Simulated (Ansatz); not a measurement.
Spectroscopic constants of AlSe, multiplicity 2 (the spin of the measured ground state). No spin–orbit coupling. Se is treated without relativity.

D_e counts from the fitted minimum to each atom's lowest state at the same level, without counterpoise.

Correlated levels freeze the inner cores; with def2 sets outer-core shells near the valence are correlated too.

Programs: Ansatz (an electronic-structure program) with Gaussian orbitals. Each number belongs to the level named beside it.

| level | bond energy D_e (kJ/mol) |
|---|---|
| SVWN5/def2-TZVPP | … |
| PBE/def2-TZVPP | 386.1 |
| r2SCAN/def2-TZVPP | 389.4 |
| B97M-V/def2-TZVPP | … |
| PBE0/def2-TZVPP | 366.8 |
| BHLYP/def2-TZVPP | 330.9 |
| wB97X-V/def2-TZVPP | 359.4 |
| CCSD/def2-QZVPP | 335.9 |
| CCSD(T)/def2-QZVPP | 361.4 |

### Question
Fill in the missing entries.

### Answer

- SVWN5/def2-TZVPP, bond energy D_e (kJ/mol): 451.1
- B97M-V/def2-TZVPP, bond energy D_e (kJ/mol): 376.3
